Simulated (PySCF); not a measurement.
A calculated (UHF, PySCF 2.14, aug-cc-pwCVTZ-X2C with one added diffuse shell each of s, p, d, f type, the spin-free X2C one-electron Hamiltonian (Gaussian nucleus)) atom or ion has these occupied shells.

```csv
shell,electrons,orbital energy (eV),"rms radius, mean of both spins (bohr)"
1s α,1,-36158.6,0.0298
1s β,1,-36158.6,0.0298
2s α,1,-5776.9,0.121
2s β,1,-5776.9,0.121
2p α,3,-5179.7,0.108
2p β,3,-5179.7,0.108
3s α,1,-1246.6,0.318
3s β,1,-1246.6,0.318
3p α,3,-1049.3,0.318
3p β,3,-1049.3,0.318
3d α,5,-757.85,0.296
3d β,5,-757.85,0.296
4s α,1,-255.02,0.738
4s β,1,-255.01,0.738
4p α,3,-189.11,0.787
4p β,3,-189.10,0.787
4d α,5,-89.670,0.902
4d β,5,-89.664,0.902
5s α,1,-36.816,1.88
5s β,1,-36.771,1.88
5p α,3,-19.747,2.22
5p β,3,-19.708,2.22
6p α,1,-2.301,8.78
```

Question: Name the element and its charge.

Answer: Cs (caesium, neutral), in [Xe] 6p1, 2P determinant (an excited configuration).
